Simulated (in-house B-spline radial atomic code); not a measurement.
Results of a calculation; reference values are marked as such.
**C6 from the polarisability at imaginary frequency: Yb2+**

BP86 linear response of the closed shell [Xe] 4f14, from a B-spline radial code for spherical atoms; scalar-relativistic (spin-free one-electron X2C), finite nucleus, no spin-orbit coupling; shells from n = 3 respond.

The dispersion coefficient of two like species is C6 = (3/π) ∫ α(iu)² du from 0 to ∞.

| u (hartree) | α(iu) (bohr³) |
| --- | --- |
| 0 | 7.815 |
| 0.156 | 6.72 |
| 0.364 | 5.342 |
| 0.624 | 4.413 |
| 1.04 | 3.348 |
| 1.56 | 2.414 |
| 2.34 | 1.582 |
| 3.64 | 0.9209 |
| 5.2 | 0.572 |
| 7.79 | 0.3235 |
| 13 | 0.1507 |
| 26 | 0.04983 |

Q: Fit one oscillator, α(iu) = α(0)/(1 + u²/ω²), through u = 0.624 and estimate C6.

A: From α(0)/α(iu) − 1 = 7.815/4.413 − 1 = 0.7709, ω = u/√0.7709 = 0.7107 hartree (19.3 eV). London's formula gives C6 = (3/4) α(0)² ω = 0.75 × 7.815² × 0.7107 = 32.55 hartree·bohr⁶, and the oscillator holds f = α(0) ω² = 3.95 electrons, of a sum of oscillator strengths of 61.7.

Q: How does that compare with the full integral?

A: The program's quadrature over all excitations gives C6 = 37.42, so the single oscillator is off by -13.0 %. At the last point the fit gives α = 0.00583 against 0.0498: higher excitations, and deeper shells where there are any, keep the true curve higher at large u.
